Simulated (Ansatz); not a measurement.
Calculated with Ansatz (gas phase, PBE0-D4/def2-TZVP geometries, no zero-point term in ΔE). CCSD(T)/CBS adds triple-zeta CCSD(T) − MP2 to the extrapolated MP2 energy (def2 sets, frozen cores). Functionals use def2-TZVPP. B3LYP here is the variant with VWN-RPA as its local correlation; programs differ in this. Each species was taken in one conformer, which may not be the lowest.

Reaction (redistribution): `BC(F)CCl` + `F[SiH2]N([SiH3])[SiH3]` → `BN([SiH3])[SiH2]F` + `FC([SiH3])CCl`

`BC(F)CCl`:

```xyz
10

B    -0.854    1.259   -0.025
C    -0.314   -0.152   -0.407
F    -1.298   -1.122   -0.510
C     0.817   -0.664    0.452
Cl    1.625   -2.085   -0.257
H    -2.025    1.475    0.006
H    -0.063    2.134    0.165
H     0.090    0.011   -1.427
H     0.449   -0.969    1.431
H     1.573    0.111    0.575
```

`F[SiH2]N([SiH3])[SiH3]`:

Cartesian coordinates in Å:
```
F -1.411 1.433 1.844
Si -1.531 0.259 0.765
N -0.028 -0.032 -0.003
Si 0.264 0.589 -1.606
Si 1.253 -0.890 0.810
H -1.991 -0.935 1.505
H -2.497 0.707 -0.265
H -0.463 -0.198 -2.636
H -0.163 2.008 -1.702
H 1.725 0.483 -1.862
H 2.417 -0.002 1.063
H 0.713 -1.383 2.102
H 1.712 -2.038 -0.016
```

`BN([SiH3])[SiH2]F`:

```xyz
12

B     1.142    0.443   -1.117
N     0.191    0.073   -0.140
Si   -1.471    0.600   -0.390
Si    0.647   -0.884    1.230
F     0.080   -2.368    1.056
H     2.284    0.097   -1.011
H     0.791    1.112   -2.051
H    -2.285    0.066    0.731
H    -1.983    0.074   -1.677
H    -1.537    2.082   -0.394
H     0.023   -0.338    2.456
H     2.119   -0.955    1.308
```

`FC([SiH3])CCl`:

Cartesian coordinates in Å:
```
F 0.504 -0.213 -1.760
C -0.222 -0.241 -0.573
Si 0.891 -0.999 0.781
C -0.686 1.144 -0.227
Cl -1.876 1.779 -1.396
H -1.091 -0.889 -0.739
H 0.090 -1.151 2.025
H 2.042 -0.095 1.036
H 1.367 -2.324 0.318
H -1.169 1.145 0.751
H 0.150 1.843 -0.216
```

```
             level  ΔE (kcal/mol)  difference from CCSD(T)/CBS
         r2SCAN-D4          -12.2                         -0.2
           PBE0-D4          -12.4                         -0.4
           ωB97X-V          -11.7                          0.3
           ωB97M-V          -12.0                          0.0
            B2PLYP          -12.5                         -0.5
               PBE          -14.2                         -2.2
            r2SCAN          -12.3                         -0.3
              PBE0          -12.8                         -0.8
             B3LYP          -13.0                         -1.0
     HF/def2-TZVPP           -9.5                          2.5
    MP2/def2-TZVPP          -12.0                          0.0
SCS-MP2/def2-TZVPP          -11.6                          0.4
     HF/def2-QZVPP           -9.3                          2.7
    MP2/def2-QZVPP          -11.7                          0.3
     MP2/CBS(def2)          -11.7                          0.3
    CCSD/CBS(def2)          -11.4                          0.6
       CCSD(T)/CBS          -12.0                            0
```

Largest T1 diagnostic among the species: 0.012.

In def2-TZVPP, CCSD(T) changes the Hartree–Fock value by −2.8 kcal/mol (the triples alone add −0.6 kcal/mol) and MP2 by −2.5 kcal/mol. From PBE to PBE0 (25 % exact exchange), in def2-TZVPP and without D4, ΔE moves by +1.4 kcal/mol.
